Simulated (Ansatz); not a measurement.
Diatomic Cl$_{2}$-, multiplicity 2 (lowest of 2S+1 = 2, 4 at CCSD(T)/def2-TZVPP on PBE0 minima; our sources give no spin for the ground state, which may be another).

Constants: fifth-degree fit in 1/R to seven points, most abundant isotopes. In def2 and cc sets the state is the lowest found near the PBE0 minimum, followed along R.

Correlated levels freeze the cores. CBS: X⁻³ extrapolation of the correlation energy, Hartree–Fock from the larger set.

Run with Ansatz (Gaussian orbitals). 

Task: What bond length and harmonic frequency does wB97X-V/def2-TZVPP give?

Result: r_e = 2.610 Å, ω_e = 254 cm⁻¹.

Task: What bond length and harmonic frequency does B2PLYP/def2-TZVPP give?

Result: r_e = 2.648 Å, ω_e = 233 cm⁻¹.

Task: What bond length and harmonic frequency does CCSD(T)/CBS(aug-cc-pV(T+d)Z, aug-cc-pV(Q+d)Z) give?

Result: r_e = 2.574 Å, ω_e = 264 cm⁻¹.

Doubts at one or more of the structures used: other coupled-cluster roots lie near (CCSD(T)/CBS(aug-cc-pV(T+d)Z, aug-cc-pV(Q+d)Z)).

Ansatz is a quantum-chemistry and plane-wave program.
